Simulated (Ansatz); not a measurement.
C$_{3}$H$_{5}$BCl$_{2}$ (`B[C@]1(Cl)C[C@H]1Cl`), 11 atoms. Total charge 0; spin multiplicity 1. All runs use 4 threads of a server CPU on a shared host. Correlated methods freeze the cores.

Question: Give the basis size and wall time and peak host memory of each of these runs in Ansatz. RKS PBE0-D4/def2-TZVP relaxation (12 steps); RKS ωB97M-V/def2-SVP energy; direct RPA on PBE orbitals/def2-TZVPP energy; RKS CAM-B3LYP-D4/def2-TZVPP energy; RKS r2SCAN0-D4/def2-TZVPP energy; RHF-CCSD(T)/def2-SVP energy; RHF-MP2/def2-QZVPP energy; RKS PBE0-D4/def2-QZVPP energy; RKS ωB97M-V/def2-QZVPP energy; RKS HSE06 (plane-wave form)-D4/def2-TZVPP energy; RKS LC-ωPBE/def2-TZVPP energy; RKS PBE0-D4/def2-TZVP frequencies. (An estimate is asked.)

Answer: Ansatz gave: Other jobs shared the machine, so times are rough.

| level | job | functions | wall time | peak host memory (GiB) |
| --- | --- | --- | --- | --- |
| RKS ωB97M-V/def2-SVP | energy | 117 | 4.7 s | 0.39 |
| RKS LC-ωPBE/def2-TZVPP | energy | 278 | 4.8 s | 0.62 |
| RKS CAM-B3LYP-D4/def2-TZVPP | energy | 278 | 6.5 s | 0.97 |
| RKS HSE06 (plane-wave form)-D4/def2-TZVPP | energy | 278 | 6.5 s | 0.91 |
| direct RPA on PBE orbitals/def2-TZVPP | energy | 278 | 6.5 s | 0.78 |
| RKS r2SCAN0-D4/def2-TZVPP | energy | 278 | 8.5 s | 0.9 |
| RHF-CCSD(T)/def2-SVP | energy | 117 | 9.5 s | 0.62 |
| RKS PBE0-D4/def2-QZVPP | energy | 518 | 11 s | 2.3 |
| RKS ωB97M-V/def2-QZVPP | energy | 518 | 19 s | 2.8 |
| RHF-MP2/def2-QZVPP | energy | 518 | 29 s | 4 |
| RKS PBE0-D4/def2-TZVP | relaxation (12 steps) | 228 | 81 s | 0.73 |
| RKS PBE0-D4/def2-TZVP | frequencies | 228 | 4.9 min | 0.74 |

LC-ωPBE has ω = 0.4 bohr⁻¹.
